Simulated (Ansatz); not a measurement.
Reaction (ligand exchange at the In–C bond): `[CH3][InH][CH3]` + `C=C=CO` → `C=C=C[O][InH][CH3]` + CH₄

Gas-phase electronic energies from Ansatz, PBE0-D4/def2-TZVP geometries. CCSD(T)/CBS adds triple-zeta CCSD(T) − MP2 to the extrapolated MP2 energy (def2 sets, frozen cores). This one scheme is used for every species. Functionals use def2-TZVPP. Elements past krypton have def2 core potentials. For In outer-core shells are correlated without core-valence functions, which leaves a few kJ/mol of doubt a bond. One conformer a species, not always the lowest.

CCSD(T)/CBS gives -23.8 kcal/mol.

(1) Another level gave -24.3 kcal/mol. Which?
A. CAM-B3LYP/def2-TZVPP
B. r2SCAN-D4/def2-TZVPP
C. LDA (SPW92)/def2-TZVPP
D. revPBE-D4/def2-TZVPP

Largest T1 diagnostic among the species: 0.015.

Answers

(1) B. r2SCAN-D4 -24.3, revPBE-D4 -22.6, CAM-B3LYP -19.8, LDA (SPW92) -21.2 kcal/mol.

From r2SCAN to r2SCAN0 (25 % exact exchange), in def2-TZVPP and without D4, ΔE moves by +1.7 kcal/mol. The D4 term adds −2.6 kcal/mol with B3LYP and −1.5 kcal/mol with PBE0; it sums over pairs of atoms, weighted by their polarisabilities, and B3LYP, whose exchange is more repulsive, gets the larger term. In def2-TZVPP, CCSD(T) changes the Hartree–Fock value by −2.9 kcal/mol (the triples alone add −1.4 kcal/mol) and MP2 by −4.3 kcal/mol.

B3LYP here is the variant with VWN-RPA as its local correlation; programs differ in this.
